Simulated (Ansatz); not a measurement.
Species: B₂ (charge 0, triplet). 
Structure (B3LYP-D3(BJ)/def2-TZVP (Ansatz, a first-principles code) minimum search):
```xyz
2

B      0.0000     0.0000    -0.7840
B      0.0000     0.0000     0.7840
```
Charge 0, spin multiplicity 3.

Basis-set convergence of Hartree-Fock and MP2 correlation energies (hartree) with Ansatz. Correlated levels leave the core frozen unless marked. Open shells are spin-unrestricted. No spin-orbit coupling. Non-relativistic. The program attaches cautions to a run behind MP2/def2-SVPD: large difference. The program attaches cautions to a run behind MP2/def2-TZVPPD: large difference. The program attaches cautions to a run behind MP2/def2-QZVPPD: large difference.

The UHF reference is spin-contaminated (<S^2> 0.91 over the pure value in the largest basis). The T1 diagnostic of CCSD in the largest basis is 0.070, which is high, so the coupled-cluster rows are less sure than usual.

```csv
basis,functions,E(HF),"E(corr, MP2)"
def2-SVPD,40,-49.09686,-0.08095
def2-TZVPPD,74,-49.15253,-0.09682
def2-QZVPPD,126,-49.15414,-0.10387
```

Extrapolating the two largest sets (X = 3 and 4) as X^-3: E(corr) = (64·(-0.10387) - 27·(-0.09682))/37 = -0.1090 Eh, an estimate of the basis-set limit. The largest set recovers 95.3 % of it, the smallest 74.3 %.
